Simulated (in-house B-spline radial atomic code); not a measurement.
Orbital energies and mean radii along the 65-electron series, configuration [Xe] 4f11. The effective charge is n√(-2ε), a non-relativistic measure. Computed with a radial B-spline atomic code at the basis-set limit: non-relativistic Hartree-Fock, average of the configuration, point nuclei.

This level leaves out relativity, spin-orbit splitting included, which matters for heavy ions.

```json
{"ion": "Ho2+", "Z": "67", "energy of 3p (Eh)": "-64.989", "mean radius of 3p (bohr)": "0.23603", "energy of 5p (Eh)": "-1.6283", "mean radius of 5p (bohr)": "1.5795", "energy of 4p (Eh)": "-12.35", "mean radius of 4p (bohr)": "0.56759", "energy of 5s (Eh)": "-2.4597", "mean radius of 5s (bohr)": "1.4043", "effective charge of 3p": "34.202"}
{"ion": "Er3+", "Z": "68", "energy of 3p (Eh)": "-68.239", "mean radius of 3p (bohr)": "0.23183", "energy of 5p (Eh)": "-2.2125", "mean radius of 5p (bohr)": "1.4906", "energy of 4p (Eh)": "-13.534", "mean radius of 4p (bohr)": "0.55555", "energy of 5s (Eh)": "-3.1039", "mean radius of 5s (bohr)": "1.344", "effective charge of 3p": "35.047"}
{"ion": "Tm4+", "Z": "69", "energy of 3p (Eh)": "-71.644", "mean radius of 3p (bohr)": "0.22777", "energy of 5p (Eh)": "-2.8549", "mean radius of 5p (bohr)": "1.4125", "energy of 4p (Eh)": "-14.824", "mean radius of 4p (bohr)": "0.54378", "energy of 5s (Eh)": "-3.8083", "mean radius of 5s (bohr)": "1.2879", "effective charge of 3p": "35.911"}
```
